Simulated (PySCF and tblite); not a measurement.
C5H6F2O2, numbered as in [CH3:1][CH2:2][O:3][C:4](=[O:5])[CH:6]=[C:7]([F:8])[F:9].

Geometries GFN2-xTB; weights from PBE0-D3(BJ)/pcSseg-1 energies and GFN2-xTB thermal corrections, with symmetry numbers and mirror pairs. Conformers within 3 kcal/mol (GFN2-xTB free energy) were kept, 10 at most. GIAO shieldings: PBE0/pcSseg-1. Shifts are against TMS (¹H), TMS (¹³C), CFCl3 (¹⁹F) at the same level. Codes: tblite and PySCF.

Torsions listed: C1–C2–O3–C4, C2–O3–C4–O5, O3–C4–C6–C7. Of a mirror pair one member is shown.

```json
{"conformer": "1", "shape": "-84°, -1°, 179°", "weight %": "33.5", "dipole D": "2.37"}
{"conformer": "2", "shape": "180°, 0°, 180°", "weight %": "31.5", "dipole D": "2.55"}
{"conformer": "3", "shape": "180°, 0°, 0°", "weight %": "18.1", "dipole D": "1.63"}
{"conformer": "4", "shape": "83°, 2°, 3°", "weight %": "16.9", "dipole D": "1.46"}
```

(1) How do the computed shifts compare with measured ones?

## Answers

(1) 
```csv
nucleus,signal,leading conformer,average,measured,medium
¹⁹F,F8,-59.3,-58.4,-70,not stated
¹⁹F,F9,-63.6,-64.7,-66,not stated
```

Measured values: G. Saielli, R. Bini, A. Bagno, Computational 19F NMR. 2. Organic compounds, RSC Adv. 2014, ESI (exp. from Berger-Braun-Kalinowski 1994 and Everett 1995).  The computed shifts are unscaled and lack vibrational corrections.


Conformer gaps in pcSseg-1 on xTB geometries can be 2 kcal/mol off for S=O, P=O and other polar bonds.